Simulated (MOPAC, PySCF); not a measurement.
H6BN3, SMILES `NB(N)N`, neutral singlet in the gas phase. 

Z-matrix (Å, degrees):
```
B
N 1 1.4287
H 2 1.0032 1 123.17
H 2 1.0032 3 113.38 1 174.54
N 1 1.4289 2 120.02 3 177.45
H 5 1.0032 1 123.13 2 -176.85
H 5 1.0032 6 113.35 1 -173.36
N 1 1.4296 2 119.99 3 -2.60
H 8 1.0034 1 122.90 2 -6.22
H 8 1.0034 9 113.19 1 168.72
```
Charge 0, multiplicity 1.

All levels are single points at this geometry (B3LYP-D3(BJ)/def2-TZVP); Pople sets use spherical d functions. Orbital energies aren't observables, and empty levels follow the basis.

```tsv
level	HOMO (eV)	LUMO (eV)	gap (eV)	dipole (D)	vertical IE, Delta-SCF (eV)
B3LYP-D3(BJ)/def2-TZVP in PySCF	-6.29	0.52	6.81	0.03	–
B3LYP/3-21G in PySCF	-5.28	3.00	8.28	0.03	–
B3LYP/6-311+G** in PySCF	-6.39	-0.24	6.15	0.03	–
B3LYP/6-31G* in PySCF	-5.70	2.15	7.85	0.03	8.39
M06-2X/6-31G* in PySCF	-7.48	3.41	10.89	0.03	–
PBE/6-31G* in PySCF	-4.43	1.56	5.99	0.03	–
HF/STO-3G in PySCF	-7.86	12.24	20.10	0.03	–
AM1 in MOPAC	-9.20	2.69	11.89	0.03	–
PM7 in MOPAC	-8.58	1.32	9.90	0.04	–
```
